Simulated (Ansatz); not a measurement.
Basis-set extrapolation for C3H7B2F (`C=CBB(C)F`) (PBE0-D4/def2-TZVP geometry, frozen core, Ansatz 0.2.0). Multiplicity 1, RHF reference.

```
                      def2-TZVPP   def2-QZVPP
                 HF  -266.618999  -266.630900
    MP2 correlation    -0.932206    -1.000206
CCSD(T) correlation    -1.021315      not run
```

Energies in hartree. Use E(X) = E(∞) + A·exp(−7.88·√X) for Hartree–Fock and E(X) = E(∞) + B·X^(−2.97) for correlation, with X = 3 and 4, and add CCSD(T) minus MP2 of the smaller set to the MP2 limit.

Problem. What is the CCSD(T) energy at the basis-set limit?

Solution. HF limit: -266.630900 + (-0.011901) × 0.13774 = -266.63254. MP2 limit: -1.000206 + (-0.068000) × 0.74074 = -1.05058. Higher-order term: -1.021315 − (-0.932206) = -0.08911. Total: -267.77223 hartree, 3.59 eV below CCSD(T)/def2-TZVPP.
